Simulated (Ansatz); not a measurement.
Task: Name a neutral molecule of C, Cl, Si and H with HOMO–LUMO gap (PBE/def2-TZVPP) between 4.60 and 4.90 eV and HOMO energy (ωB97M-V/def2-TZVPP) between -9.85 and -9.55 eV (Ansatz, PBE0-D4/def2-TZVP geometry).

Result: `[SiH3]/C=C/Cl` (4.80 eV, -9.83 eV); `Cl[SiH]1C=C1` (4.78 eV, -9.80 eV); `ClCC1=C[SiH2]1` (4.84 eV, -9.81 eV); `[SiH3][Si]1(Cl)C=C1` (4.60 eV, -9.66 eV); `C=C(Cl)[SiH2][SiH3]` (4.67 eV, -9.72 eV); `ClC1=C(Cl)[SiH2]1` (4.76 eV, -9.68 eV). Other molecules can fit too; these were computed, each in one conformer that needn't be the lowest.
